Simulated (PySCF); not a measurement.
C2H5O, SMILES O([CH2])C, multiplicity 2. Geometry optimised at PBE0-D3(BJ)/def2-TZVP. The isomer is the one that the SMILES or the coordinates give; other isomers of the formula were not compared.

Question: Give the equilibrium geometry at PBE0-D3(BJ)/def2-TZVP (PySCF confirms it by a frequency run) as a Z-matrix. (An estimate is asked for; the answer gives what the named calculation found.)

Answer: 
```
O
C 1 1.3453
H 2 1.0804 1 114.11
H 2 1.0858 3 121.67 1 153.12
C 1 1.4089 2 114.73 3 177.15
H 5 1.0890 1 107.25 2 -177.52
H 5 1.0950 6 109.51 1 120.31
H 5 1.0963 6 109.32 7 119.49
```
Charge 0, spin multiplicity 2.
